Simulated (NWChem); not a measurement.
System: NbF4 cation; SMILES [F][Nb+]([F])([F])[F]

Here is an NWChem input.

```
start job
memory heap 200 mb stack 900 mb global 1100 mb
charge 1
geometry units angstroms noautoz
  Nb     0.000157    -0.000049    -0.000009
  F      1.173551     0.841341    -1.053069
  F      0.869538    -1.129284     1.078302
  F     -1.158313    -0.912764    -1.009160
  F     -0.884911     1.200767     0.983938
end
basis spherical
  Nb library def2-svp
  F library def2-svp
end
ecp
  Nb library def2-ecp
end
dft
  xc xtpss03 ctpss03
  iterations 150
  mulliken
end
task dft energy
```

Excerpt of the output:

```
             Northwest Computational Chemistry Package (NWChem) 7.3.0
             --------------------------------------------------------

 C1  symmetry detected

                             Geometry "geometry" -> ""
                             -------------------------

 Output coordinates in angstroms (scale by  1.889725989 to convert to a.u.)

  No.       Tag          Charge          X              Y              Z
 ---- ---------------- ---------- -------------- -------------- --------------
    1 Nb                  41.0000     0.00008741    -0.00001281    -0.00003277
    2 F                    9.0000     1.10093810     1.39209141    -0.20955503
    3 F                    9.0000     0.92670900    -1.52074682    -0.14999987
    4 F                    9.0000    -1.26969951     0.05027270    -1.25645614
    5 F                    9.0000    -0.75834579     0.07844108     1.61616035

 Effective nuclear repulsion energy (a.u.)     525.1936289679

                                 NWChem DFT Module
                                 -----------------

 Summary of "ao basis" -> "ao basis" (spherical)
 ------------------------------------------------------------------------------
       Tag                 Description            Shells   Functions and Types
 ---------------- ------------------------------  ------  ---------------------
 Nb                         def2-svp                11       31   5s3p2d1f
 F                          def2-svp                 6       14   3s2p1d

            General Information
            -------------------
          SCF calculation type: DFT
          Wavefunction type:  closed shell.
          No. of atoms     :     5
          No. of electrons :    48
           Alpha electrons :    24
            Beta electrons :    24
          Charge           :     1
          Spin multiplicity:     1
          Use of symmetry is: off; symmetry adaption is: off
          Maximum number of iterations: 150
          AO basis - number of functions:    87
                     number of shells:    35
          Convergence on energy requested:  1.00D-06
          Convergence on density requested:  1.00D-05
          Convergence on gradient requested:  5.00D-04

              XC Information
              --------------
                  TPSS metaGGA Exchange Functional  1.000
             TPSS03 metaGGA Correlation Functional  1.000

             Grid Information
             ----------------
          Grid used for XC integration:  medium
          Radial quadrature: Mura-Knowles
          Angular quadrature: Lebedev.
          Tag              B.-S. Rad. Rad. Pts. Rad. Cut. Ang. Pts.
          ---              ---------- --------- --------- ---------
          Nb                  1.45      123           8.0       590
          F                   0.50       49           7.0       434
          Grid pruning is: on
          Number of quadrature shells:   319
          Spatial weights used:  Erf1

      Superposition of Atomic Density Guess
      -------------------------------------

 Sum of atomic energies:        -461.92178244

 Renormalizing density from      49.00 to     48

      Non-variational initial energy
      ------------------------------

 Total energy =    -447.913934
 1-e energy   =   -1079.138389
 2-e energy   =     404.514866
 HOMO         =      -0.998277
 LUMO         =      -0.305364

     ---------------------------------------------
      Total Density - Mulliken Population Analysis
     ---------------------------------------------

    Atom       Charge   Shell Charges
 -----------   ------   -------------------------------------------------------
    1 Nb  13     9.45  -0.33  1.64  0.74  0.09  0.02  5.97  0.15  0.03  0.93  0.09  0.12
    2 F    9     9.64   1.99  1.20  0.75  3.73  1.96  0.00
    3 F    9     9.64   1.99  1.20  0.75  3.73  1.96  0.00
    4 F    9     9.64   1.99  1.20  0.75  3.73  1.96  0.00
    5 F    9     9.64   1.99  1.20  0.75  3.73  1.96  0.00

   convergence    iter        energy       DeltaE   RMS-Dens  Diis-err
 ---------------- ----- ----------------- --------- --------- ---------
 d= 0,ls=0.0,diis     1   -455.3601789704 -6.82D+02  6.63D-02  5.52D+00
 d= 0,ls=0.0,diis     2   -446.0645945193  9.30D+00  5.39D-02  9.04D+01
 d= 0,ls=0.0,diis     3   -455.9941621775 -9.93D+00  3.35D-03  3.25D-01
 d= 0,ls=0.0,diis     4   -456.0046368047 -1.05D-02  1.65D-03  1.18D-01
 d= 0,ls=0.0,diis     5   -456.0163487340 -1.17D-02  7.40D-04  1.77D-02
  Resetting Diis
 d= 0,ls=0.0,diis     6   -456.0181450763 -1.80D-03  9.70D-05  7.23D-05
 d= 0,ls=0.0,diis     7   -456.0181400027  5.07D-06  2.34D-04  1.22D-04
 d= 0,ls=0.0,diis     8   -456.0180429845  9.70D-05  1.77D-04  1.16D-03
 d= 0,ls=0.0,diis     9   -456.0181513891 -1.08D-04  2.77D-06  7.50D-08
 d= 0,ls=0.0,diis    10   -456.0181513847  4.41D-09  1.63D-06  1.04D-07

         Total DFT energy =     -456.018151384705
      One electron energy =    -1091.492083110738
           Coulomb energy =      457.149540891149
    Exchange-Corr. energy =      -48.385197006990
 Nuclear repulsion energy =      226.709587841873

 Numeric. integr. density =       47.999999054542

                       DFT Final Molecular Orbital Analysis
                       ------------------------------------

 Vector   22  Occ=2.000000D+00  E=-6.548222D-01
              MO Center= -4.8D-01,  9.4D-02,  8.4D-02, r^2= 3.3D+00
   Bfn.  Coefficient  Atom+Function         Bfn.  Coefficient  Atom+Function
  ----- ------------  ---------------      ----- ------------  ---------------
    77      0.376392  5 F  px                65      0.297253  4 F  pz
    63     -0.292182  4 F  px                37     -0.259164  2 F  pz
    80     -0.252549  5 F  px                51     -0.218574  3 F  pz
    68     -0.199360  4 F  pz                66      0.196078  4 F  px
    79      0.177967  5 F  pz                40      0.173812  2 F  pz

 Vector   23  Occ=2.000000D+00  E=-6.548184D-01
              MO Center= -3.8D-03, -6.3D-02,  1.1D-02, r^2= 3.5D+00
   Bfn.  Coefficient  Atom+Function         Bfn.  Coefficient  Atom+Function
  ----- ------------  ---------------      ----- ------------  ---------------
    51     -0.350912  3 F  pz                78     -0.343187  5 F  py
    64      0.339061  4 F  py                37      0.320902  2 F  pz
    54      0.235392  3 F  pz                81      0.230227  5 F  py
    67     -0.227453  4 F  py                40     -0.215272  2 F  pz
    49     -0.058752  3 F  px                35      0.053690  2 F  px

 Vector   24  Occ=2.000000D+00  E=-6.548153D-01
              MO Center=  5.0D-01, -3.3D-02, -9.9D-02, r^2= 3.3D+00
   Bfn.  Coefficient  Atom+Function         Bfn.  Coefficient  Atom+Function
  ----- ------------  ---------------      ----- ------------  ---------------
    49     -0.352258  3 F  px                35      0.322583  2 F  px
    36     -0.261488  2 F  py                64      0.242393  4 F  py
    52      0.236247  3 F  px                78      0.235668  5 F  py
    50     -0.219057  3 F  py                38     -0.216333  2 F  px
    39      0.175467  2 F  py                67     -0.162647  4 F  py

 Vector   25  Occ=0.000000D+00  E=-3.972265D-01
              MO Center= -5.1D-05, -6.5D-06, -3.0D-06, r^2= 1.6D+00
   Bfn.  Coefficient  Atom+Function         Bfn.  Coefficient  Atom+Function
  ----- ------------  ---------------      ----- ------------  ---------------
    19      0.761896  1 Nb d  2              17     -0.422860  1 Nb d  0
    18      0.260617  1 Nb d  1              16      0.210543  1 Nb d -1
    77     -0.175698  5 F  px                35      0.158817  2 F  px
    49      0.157538  3 F  px                63     -0.140848  4 F  px
    65      0.141067  4 F  pz                80      0.126772  5 F  px

 Vector   26  Occ=0.000000D+00  E=-3.972250D-01
              MO Center=  8.5D-05,  2.0D-06, -1.1D-05, r^2= 1.6D+00
   Bfn.  Coefficient  Atom+Function         Bfn.  Coefficient  Atom+Function
  ----- ------------  ---------------      ----- ------------  ---------------
    16      0.894862  1 Nb d -1              37      0.199695  2 F  pz
    64     -0.199170  4 F  py                78      0.194873  5 F  py
    51     -0.187607  3 F  pz                15      0.181308  1 Nb d -2
    19     -0.163139  1 Nb d  2              40     -0.144077  2 F  pz
    67      0.143701  4 F  py                81     -0.140602  5 F  py

 Vector   27  Occ=0.000000D+00  E=-3.236613D-01
              MO Center= -5.6D-02,  1.0D-02,  9.6D-03, r^2= 1.8D+00
   Bfn.  Coefficient  Atom+Function         Bfn.  Coefficient  Atom+Function
  ----- ------------  ---------------      ----- ------------  ---------------
    15      0.876920  1 Nb d -2               7      0.260334  1 Nb py
    50     -0.238081  3 F  py                10     -0.230632  1 Nb py
    36     -0.225136  2 F  py                53      0.206029  3 F  py
    39      0.193518  2 F  py                64     -0.154018  4 F  py
    78     -0.154288  5 F  py                16     -0.151924  1 Nb d -1

     ---------------------------------------------
      Total Density - Mulliken Population Analysis
     ---------------------------------------------

    Atom       Charge   Shell Charges
 -----------   ------   -------------------------------------------------------
    1 Nb  13    11.33  -0.34  1.71  0.70  0.10 -0.00  6.01  0.29  0.06  2.40  0.25  0.17
    2 F    9     9.17   1.99  1.16  0.80  3.31  1.90  0.01
    3 F    9     9.17   1.99  1.16  0.80  3.31  1.90  0.01
    4 F    9     9.17   1.99  1.16  0.80  3.31  1.90  0.01
    5 F    9     9.17   1.99  1.16  0.80  3.31  1.90  0.01

     -------------------------------------------
      Total Density - Lowdin Population Analysis
     -------------------------------------------

[...]
```

Level: TPSS/def2-SVP with def2 effective core potentials on Nb. The geometry was optimised at PBE0/def2-SVP. The spin multiplicity was typed, not searched, and may not be the lowest. def2 effective core potentials on Nb; no spin-orbit coupling.
